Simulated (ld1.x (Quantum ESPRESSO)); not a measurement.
## What one change does to a pseudopotential (carbon, TM)

* Element: carbon (C)
* Generator: ld1.x (Quantum ESPRESSO) 7.5
* Type: norm-conserving Troullier–Martins (Kleinman–Bylander form)
* Functional: LDA (PZ)
* Relativity: non-relativistic
* Frozen core: [He]
* Valence charge: 4
* Reference configuration: 2s2 2p0 (charge +2)
* Partial waves: 2s (bound): rc 0.85 bohr; 2p (bound, empty): rc 2.55 bohr
* Local potential: all-electron potential smoothed inside 2.00 bohr (lloc = -2)
* Core correction: none

Change: wave 2s (bound): rc 0.85 bohr becomes 2s (bound): rc 1.24 bohr.

Cutoffs: the cutoffs (Ry, on a coarse ladder) from which the occupation-weighted sum of valence levels, in a spherical-Bessel basis at the reference potential, stays within 10 and 1 mRy of its value at 400 Ry; they do not see the model core or the augmentation charge, which bear on the density cutoff. Errors are all-electron minus pseudo energies relative to the spin-unpolarised reference configuration.

What does the change do?

The potential gets softer (90 Ry and 200 Ry → 35 Ry and 90 Ry); the errors of the 9 common tests hardly move; neither file shows a bound ghost. A larger radius leaves more room for a smooth pseudo-wave, so fewer plane waves are needed.

```csv
quantity,base,changed
"cutoff, loose",90 Ry,35 Ry
"cutoff, tight",200 Ry,90 Ry
bound ghosts,none,none
"error for 2s2 2p2, meV [ΔE -35.25 eV]",+640,+642
"error for 2s2 2p1, meV [ΔE -24.26 eV]",+287,+288
"error for 2s1 2p0, meV [ΔE 47.95 eV]",+97,+94
"error for 2s2 2p2.3, meV [ΔE -36.45 eV]",+691,+693
"error for 2s1 2p2, meV [ΔE -15.79 eV]",+544,+546
"error for 2s1 2p3, meV [ΔE -27.03 eV]",+909,+913
"error for 2s0 2p4, meV [ΔE -18.77 eV]",+1198,+1201
"error for 2s2 2p2 (spin-polarised), meV [ΔE -36.38 eV]",+774,+776
"error for 2s2 2p1 (spin-polarised), meV [ΔE -24.66 eV]",+327,+327
s: phases at 2.76 bohr within 0.05 rad from the reference energy up to (Ry; the scan ends near 5),-0.7,-0.7
p: phases at 2.76 bohr within 0.05 rad from the reference energy up to (Ry; the scan ends near 5),-0.8,-0.8
```
